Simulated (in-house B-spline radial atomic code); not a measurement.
**PBE hybrid excitations of O VII (O6+)**

Method: PBE hybrid with 0.1 exact exchange. Computed with a B-spline radial code for spherical atoms: linear response of the closed shell 1s2 with the functional's adiabatic kernel; non-relativistic, point nucleus, no spin-orbit coupling, no double excitations, S, P, D and F terms only.

Command:
```bash
python run_td.py task.json out
```
Settings (radii: box in bohr, nucleus in fm):
```
Z                        8
electrons                2
configuration            1s2
hamiltonian              nr
method                   pbeh
box_radius               14.35
exact_exchange_fraction  0.1
intervals                47
```

Time taken, with all properties: 0.1 s on 1 thread of Arm Neoverse N1, with other jobs on the host.

The lowest states, in the order of their Tamm-Dancoff energies; the method's threshold (minus the highest occupied level) is 696.57 eV. Labels give the largest channel, * marks a mixed state, and oscillator strengths are full-response dipole values. Semilocal kernels can invert the small singlet-triplet splittings of Rydberg terms. Energies in eV:

| state | full response | Tamm-Dancoff | oscillator strength |
| --- | --- | --- | --- |
| 1s → 2s 3S | 545.21 | 545.23 | - |
| 1s → 2s 1S | 552.64 | 552.74 | - |
| 1s → 2p 3P | 553.78 | 553.81 | - |
| 1s → 2p 1P | 558.82 | 558.84 | 0.633 |
| 1s → 3s 3S | 634.04 | 634.05 | - |
| 1s → 3s 1S | 635.83 | 635.86 | - |
| 1s → 3p 3P | ? | ? | - |
| 1s → 3p 1P | 637.93 | 637.94 | 0.127 |
| 1s → 3d 3D | 638.98 | 638.98 | - |
| 1s → 3d 1D | 639.02 | 639.02 | - |
| 1s → 4s 3S | 662.39 | 662.39 | - |
| 1s → 4s 1S | 663.10 | 663.11 | - |
| 1s → 4p 3P | 663.47 | 663.48 | - |
| 1s → 4p 1P | 663.98 | 663.99 | 0.0478 |
| 1s → 4d 3D | ? | ? | - |
| 1s → 4d 1D | 664.36 | 664.36 | - |
| 1s → 4f 3F | 664.87 | 664.87 | - |
| 1s → 4f 1F | 664.87 | 664.87 | - |

(1) Where does 1s → 4d 3D lie?

(2) Where does 1s → 3p 3P lie?

(3) How large is the singlet-triplet splitting of 1s → 2s (S terms) in Tamm-Dancoff?

(4) What polarisabilities and dispersion coefficient does the method give?

Results:

(1) At 664.33 eV in full response, 664.33 eV in Tamm-Dancoff.

(2) At 636.68 eV in full response, 636.68 eV in Tamm-Dancoff.

(3) 7.51 eV, from the unrounded values.

(4) Dipole 0.002713 bohr³, quadrupole 0.0001719 bohr⁵, C6 0.000134 hartree·bohr⁶ for two such species.
